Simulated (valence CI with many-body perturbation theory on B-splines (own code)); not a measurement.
**Level structure of O⁺**

Calculated by configuration interaction combined with many-body perturbation theory (CI+MBPT): five valence electrons over a frozen Dirac-Fock core [He], radial functions for each j: 9 s, 9 p, 8 d, 6 f, 3 g, 1 h, with the one-electron correlation potential Σ1, the two-electron term Σ2, the three-electron term Σ3, Breit, model QED; selected CI, second order for the rest, scaled by the run's own slope (own B-spline code, finite nucleus).

Set against measurement, 59 paired levels are off by 111 cm⁻¹ on average, the worst by 352. These come from a selection out of the NIST Handbook of Basic Atomic Spectroscopic Data. Levels without a partner in it may be off by more. Among the levels kept, up to 1700 cm⁻¹ of a level comes from second order outside the variational space, and about a tenth of that is noise between levels of different J, which matters for small intervals.

Levels 46 to 62 of 62, with energies above the lowest level, 2s2 2p3 4S°_3/2. "Leading %" is the weight of the configuration and term that name the level; weights of strongly mixed levels are sums over their largest components and can fall short. In the jj column 3d3/2^4 stands for four electrons in 3d with j = 3/2.

| No. | Configuration | Term | J | E (eV) | Leading % | Second component | Leading jj |
| --- | --- | --- | --- | --- | --- | --- | --- |
| 46 | 2s2 2p2 3p | 2P° | 1/2 | 28.834 | 89 |  | 2s^2 2p1/2 2p3/2 3p3/2 (68 %) |
| 47 | 2s2 2p2 3p | 2P° | 3/2 | 28.841 | 90 |  | 2s^2 2p1/2 2p3/2 3p1/2 (33 %) |
| 48 | 2s2 2p2 3d | 4D | 1/2 | 28.842 | 70 | 23 % 2s2 2p2 3d 4P | 2s^2 2p1/2 2p3/2 3d3/2 (56 %) |
| 49 | 2s2 2p2 3d | 4D | 7/2 | 28.848 | 89 |  | 2s^2 2p1/2 2p3/2 3d5/2 (48 %) |
| 50 | 2s2 2p2 3d | 4D | 3/2 | 28.849 | 73 | 20 % 2s2 2p2 3d 4P | 2s^2 2p3/2^2 3d3/2 (48 %) |
| 51 | 2s2 2p2 3d | 4D | 5/2 | 28.850 | 65 | 17 % 2s2 2p2 3d 2F | 2s^2 2p3/2^2 3d3/2 (34 %) |
| 52 | 2s2 2p2 3d | 2F | 5/2 | 28.857 | 76 | 16 % 2s2 2p2 3d 4D | 2s^2 2p1/2 2p3/2 3d5/2 (46 %) |
| 53 | 2s2 2p2 3d | 2F | 7/2 | 28.876 | 89 |  | 2s^2 2p3/2^2 3d5/2 (32 %) |
| 54 | 2s2 2p2 3d | 2P | 3/2 | 28.938 | 80 | 8 % 2s 2p4 2P | 2s^2 2p1/2 2p3/2 3d5/2 (29 %) |
| 55 | 2s2 2p2 3d | 2P | 1/2 | 28.950 | 81 | 8 % 2s 2p4 2P | 2s^2 2p3/2^2 3d5/2 (46 %) |
| 56 | 2s2 2p2 3d | 2D | 3/2 | 29.057 | 92 |  | 2s^2 2p1/2 2p3/2 3d5/2 (47 %) |
| 57 | 2s2 2p2 3d | 2D | 5/2 | 29.063 | 93 |  | 2s^2 2p1/2 2p3/2 3d3/2 (31 %) |
| 58 | 2s2 2p2 4s | 4P | 1/2 | 29.566 | 93 |  | 2s^2 2p1/2^2 4s (43 %) |
| 59 | 2s2 2p2 4s | 4P | 3/2 | 29.581 | 93 |  | 2s^2 2p1/2 2p3/2 4s (84 %) |
| 60 | 2s2 2p2 4s | 4P | 5/2 | 29.601 | 93 |  | 2s^2 2p3/2^2 4s (61 %) |
| 61 | 2s2 2p2 4s | 2P | 1/2 | 29.784 | 89 |  | 2s^2 2p1/2 2p3/2 4s (62 %) |
| 62 | 2s2 2p2 4s | 2P | 3/2 | 29.810 | 89 |  | 2s^2 2p3/2^2 4s (51 %) |

Names give the largest LS component (configuration and term), which can be under half, so a name can repeat, a term be missing and a line seem to break the LS rules; names also repeat where a configuration has a term twice.

Where two levels of one J and parity lie close, their mixing, g and order are uncertain.
